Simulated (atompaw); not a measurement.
**u(r) = r·R(r): atom against pseudo-atom (Mn (Z = 25))**

Columns: radius, all-electron u(r) and pseudo u(r) of the 4s shell (level -4.14 eV) of manganese in the configuration [Ne] 3s2 3p6 3d6 4s1 4p0; PBEsol, scalar-relativistic, PAW (atompaw) scheme, atompaw 4.2.0.5.

```json
{"r (bohr)": "0.071", "all-electron": "-0.0202", "pseudo": "-0.0255"}
{"r (bohr)": "0.142", "all-electron": "0.1234", "pseudo": "-0.0498"}
{"r (bohr)": "0.213", "all-electron": "0.1437", "pseudo": "-0.0720"}
{"r (bohr)": "0.285", "all-electron": "0.0714", "pseudo": "-0.0911"}
{"r (bohr)": "0.356", "all-electron": "-0.0316", "pseudo": "-0.1059"}
{"r (bohr)": "0.427", "all-electron": "-0.1274", "pseudo": "-0.1157"}
{"r (bohr)": "0.498", "all-electron": "-0.1980", "pseudo": "-0.1200"}
{"r (bohr)": "0.569", "all-electron": "-0.2384", "pseudo": "-0.1183"}
{"r (bohr)": "0.640", "all-electron": "-0.2501", "pseudo": "-0.1104"}
{"r (bohr)": "0.712", "all-electron": "-0.2378", "pseudo": "-0.0960"}
{"r (bohr)": "0.783", "all-electron": "-0.2074", "pseudo": "-0.0757"}
{"r (bohr)": "0.854", "all-electron": "-0.1642", "pseudo": "-0.0496"}
{"r (bohr)": "0.925", "all-electron": "-0.1126", "pseudo": "-0.0183"}
{"r (bohr)": "0.996", "all-electron": "-0.0562", "pseudo": "0.0174"}
{"r (bohr)": "1.067", "all-electron": "0.0021", "pseudo": "0.0568"}
{"r (bohr)": "1.138", "all-electron": "0.0605", "pseudo": "0.0990"}
{"r (bohr)": "1.210", "all-electron": "0.1182", "pseudo": "0.1436"}
{"r (bohr)": "1.281", "all-electron": "0.1725", "pseudo": "0.1882"}
{"r (bohr)": "1.352", "all-electron": "0.2237", "pseudo": "0.2327"}
{"r (bohr)": "1.423", "all-electron": "0.2714", "pseudo": "0.2760"}
{"r (bohr)": "1.494", "all-electron": "0.3154", "pseudo": "0.3174"}
{"r (bohr)": "1.565", "all-electron": "0.3555", "pseudo": "0.3563"}
{"r (bohr)": "1.637", "all-electron": "0.3924", "pseudo": "0.3926"}
{"r (bohr)": "1.708", "all-electron": "0.4250", "pseudo": "0.4251"}
{"r (bohr)": "1.779", "all-electron": "0.4541", "pseudo": "0.4541"}
{"r (bohr)": "1.850", "all-electron": "0.4799", "pseudo": "0.4799"}
```

Question: How many radial nodes do the two functions have?

Answer: The all-electron 4s function has n − l − 1 = 3; the pseudo-wave has 1, since 1 lower shell of the same l stays in the valence.

Question: Is the pseudo-wave norm-conserving?

Answer: No, it belongs to a PAW set: the norm inside the radius is not constrained, and the difference is carried by the augmentation charge.
